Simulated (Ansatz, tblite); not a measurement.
Cost and result up the ladder for Sn(NH2)H3 (SnNH5) (7 atoms). Charge 0, multiplicity 1. Geometry: r2SCAN-D4/def2-TZVP.

| atom | x (Å) | y (Å) | z (Å) |
| --- | --- | --- | --- |
| Sn1 | 0.1857 | 0.6436 | -0.3676 |
| N2 | -0.3260 | -1.2102 | 0.3158 |
| H3 | -1.1935 | -1.1935 | 0.8425 |
| H4 | 0.3790 | -1.5945 | 0.9367 |
| H5 | -1.1008 | 1.1284 | -1.3737 |
| H6 | 1.6363 | 0.4264 | -1.2344 |
| H7 | 0.4194 | 1.7999 | 0.8808 |

Ansatz on 4 threads of Arm Neoverse V2 on a shared host; xTB runs through tblite on one thread. Times are rough, summed over both states, and most runs start from the orbitals of an earlier one. CCSD(T)/def2-TZVPP serves as the yardstick here, not as an exact answer. The other state is a doublet.

In the def2 sets Sn takes a core potential; there is no spin–orbit coupling. The xTB rows come from tblite. Correlated methods freeze 5 core orbitals; core or outer-core shells of Sn are correlated, in sets that lack core-valence functions.

Correlated methods converge slowly with the basis.

Raw xTB energies of ions are shifted by several eV.

| level | functions | vertical IE (eV) | difference from CCSD(T)/def2-TZVPP (eV) |
| --- | --- | --- | --- |
| CCSD(T)/def2-TZVPP | 151 | 9.58 | 0.00 |
| r2SCAN-D4/def2-TZVP | 111 | 9.36 | -0.23 |
| GFN2-xTB | 18 | 14.36 | 4.78 |
| GFN1-xTB | 23 | 14.76 | 5.18 |
| PBE0-D4/def2-TZVP | 111 | 9.47 | -0.12 |
| PBE-D4/def2-TZVP (with forces) | 111 | 9.37 | -0.21 |

(1) Estimate how long each takes.

## Answers

(1) GFN1-xTB 0.004 s; GFN2-xTB 0.004 s; PBE-D4/def2-TZVP (with forces) 1.4 s; PBE0-D4/def2-TZVP 1.6 s; r2SCAN-D4/def2-TZVP 2.9 s; CCSD(T)/def2-TZVPP 55 s. On shared hardware such times vary by a factor of up to 3.
